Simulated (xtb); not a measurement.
CH₄ClNOSi₂, SMILES Cl[Si@H]1OC=N[SiH2]1. All values are semi-empirical tight-binding results from xtb (GFN2-xTB unless named), good for trends rather than for accurate numbers. Coordinates come from a GFN2-xTB optimisation. The structure was generated by enumeration; whether it is a known compound was not checked.

| Property | Result |
|---|---|
| orbital gap | 3.32 eV |
| dipole moment | 1.56 D |
| zero-point energy | 32.5 kcal/mol |
| G − E(el) at 298.15 K (modified RRHO) | 12.3 kcal/mol |
| static polarisability (D4 model) | 88.5 bohr³ |
| solvation energy, GFN2-xTB/ALPB(water) | -1.6 kcal/mol |
| solvation energy, GFN2-xTB/ALPB(toluene) | -3.6 kcal/mol |
